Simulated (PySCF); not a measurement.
PySCF job for C₂H₄F₂Si₂, SMILES C#C[Si@H](F)[SiH2]F, SMD-B3LYP/6-31G*. Geometry: PBE0-D3(BJ)/def2-SVP. The structure was generated by enumeration; whether it is a known compound was not checked. The values are those of a single conformer.

```python
import numpy as np
from pyscf import gto, scf, dft
from pyscf.solvent import smd

mol = gto.M(
    atom='''
    C     2.78296934    0.76850861    0.63570159
    C     1.81604365    0.05820149    0.43072433
    Si    0.30768523   -0.93105916    0.15598244
    F     0.34486463   -1.56935375   -1.34160565
    Si   -1.57504391    0.45170913    0.36159349
    F    -1.36998354    1.76520213   -0.58038842
    H     3.64174316    1.39237505    0.81346799
    H     0.26772058   -2.05826826    1.12966743
    H    -2.82095293   -0.24678801   -0.06818387
    H    -1.71349721    0.90068565    1.77837676
    ''',
    basis='6-31G*',
    charge=0,
    spin=0,
    max_memory=1600,
    verbose=3,
)
mf = dft.RKS(mol, xc='b3lyp').density_fit(auxbasis='def2-universal-jkfit')
mf.grids.level = 3
mf.conv_tol = 1e-9
mf.max_cycle = 100
mf.kernel()
res = {}
for name in ['water', 'diethylether', 'n-hexane']:
    s = mf.SMD()
    s.with_solvent.solvent, s.with_solvent.sasa_ng = name, 302
    s.kernel(mf.make_rdm1())
    res[name] = (s.e_tot, s.with_solvent.get_cds(), s.dip_moment(), s.mo_energy, s.converged)
    print(f'SMD {name}: dG(solv) = {(s.e_tot - mf.e_tot) * 627.509474:.3f} kcal/mol, of which CDS {res[name][1] * 627.509474:.3f}')
```

Log of the run:

```
converged SCF energy = -857.326358935985
converged SCF energy = -857.324586062109
Dipole moment(X, Y, Z, Debye):  0.52651,  0.01446,  2.53466
SMD water: dG(solv) = 1.112 kcal/mol, of which CDS 6.407
converged SCF energy = -857.330233177704
Dipole moment(X, Y, Z, Debye):  0.52540,  0.02329,  2.35771
SMD diethylether: dG(solv) = -2.431 kcal/mol, of which CDS 1.125
converged SCF energy = -857.328227025968
Dipole moment(X, Y, Z, Debye):  0.50772,  0.02030,  2.19522
SMD n-hexane: dG(solv) = -1.172 kcal/mol, of which CDS 0.690
```

The run converged.

Cost: about 2.6 core-minutes (a rough figure).
